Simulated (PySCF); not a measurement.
PySCF 2.14 output of an unrestricted r2SCAN calculation on a single atom or ion in x2c-TZVPPall (11s7p7d4f2g, 113 functions), with scalar relativity by spin-free X2C-1e:

```
SCF conv_tol = 1e-09
number electrons alpha = 34  beta = 27
    J. W. Furness, A. D. Kaplan, J. Ning, J. P. Perdew, and J. Sun.,  J. Phys. Chem. Lett. 11, 8208-8215 (2020)
    J. W. Furness, A. D. Kaplan, J. Ning, J. P. Perdew, and J. Sun.,  J. Phys. Chem. Lett. 11, 9248-9248 (2020)
    J. W. Furness, A. D. Kaplan, J. Ning, J. P. Perdew, and J. Sun.,  J. Phys. Chem. Lett. 11, 8208-8215 (2020)
    J. W. Furness, A. D. Kaplan, J. Ning, J. P. Perdew, and J. Sun.,  J. Phys. Chem. Lett. 11, 9248-9248 (2020)
cycle= 1 E= -10019.8804649412  delta_E= -0.0118  |g|= 0.259  |ddm|= 0.588
cycle= 2 E= -10019.8522113017  delta_E= 0.0283  |g|= 0.514  |ddm|= 0.558
cycle= 3 E= -10019.8938559895  delta_E= -0.0416  |g|= 0.0369  |ddm|= 0.327
cycle= 4 E= -10019.8936663605  delta_E= 0.00019  |g|= 0.0469  |ddm|= 0.144
cycle= 5 E= -10019.8942710126  delta_E= -0.000605  |g|= 0.0123  |ddm|= 0.0924
cycle= 6 E= -10019.8943118765  delta_E= -4.09e-05  |g|= 0.00601  |ddm|= 0.032
cycle= 7 E= -10019.8943209206  delta_E= -9.04e-06  |g|= 0.00208  |ddm|= 0.00566
cycle= 8 E= -10019.8943220462  delta_E= -1.13e-06  |g|= 0.000347  |ddm|= 0.00245
cycle= 9 E= -10019.8943220862  delta_E= -4e-08  |g|= 0.000132  |ddm|= 0.000571
cycle= 10 E= -10019.8943221014  delta_E= -1.52e-08  |g|= 6.69e-05  |ddm|= 0.000335
cycle= 11 E= -10019.8943221182  delta_E= -1.69e-08  |g|= 2.3e-05  |ddm|= 0.000625
cycle= 12 E= -10019.8943221223  delta_E= -4.04e-09  |g|= 9.64e-06  |ddm|= 0.000474
cycle= 13 E= -10019.8943221223  delta_E= -5.82e-11  |g|= 1.58e-06  |ddm|= 3.02e-05
converged SCF energy = -10019.8943221223  <S^2> = 15.754008  2S+1 = 8.0010019
```

The run itself started from symmetry-adapted Hartree-Fock orbitals and held the occupation by maximum overlap, on a logarithmic radial grid, so the iterations belong to that start.

Task: Which element, charge and spin multiplicity is this?

Result: Pm (promethium, neutral), multiplicity 8; the state was [Xe] 4f5 5d1 6s1, one real determinant (an excited configuration).

⟨L²⟩ = 30.51 against 56 for a pure K term, so this real determinant mixes terms. Spin-orbit coupling, absent here, splits the open shell strongly.
